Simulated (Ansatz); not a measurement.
Mulliken charges of ClH₅O₂Si₂, SMILES `O[SiH2][SiH](O)Cl` from ωB97M-V/def2-TZVPP in Ansatz (PBE0-D4/def2-TZVP geometry).

| atom | x (Å) | y (Å) | z (Å) | charge (e) |
| --- | --- | --- | --- | --- |
| O1 | -0.930 | 0.871 | 1.737 | -0.385 |
| Si2 | -0.447 | 1.332 | 0.229 | 0.329 |
| Si3 | 0.341 | -0.602 | -0.844 | 0.422 |
| O4 | 0.842 | -1.502 | 0.444 | -0.394 |
| Cl5 | -1.163 | -1.591 | -1.857 | -0.225 |
| H6 | -0.481 | 0.103 | 2.099 | 0.191 |
| H7 | 0.646 | 2.345 | 0.280 | -0.052 |
| H8 | -1.611 | 1.931 | -0.468 | -0.025 |
| H9 | 1.430 | -0.446 | -1.843 | -0.043 |
| H10 | 1.199 | -2.379 | 0.286 | 0.182 |

By hand: the dipole of these point charges (1 e Å = 4.8032 D).

Σ q r = (0.356, 0.234, -0.177) e Å, of length 0.461 e Å = 2.21 D.

How does the dipole of the full density compare? (Estimate.)

Ansatz gave: (0.412, -0.242, 0.011) e Å, 2.30 D; the point charges give 0.96 times that, at 66° from its direction.

Point charges leave out the atoms' own dipoles, such as those of lone pairs, and Mulliken's split depends on the basis, so the two needn't agree.
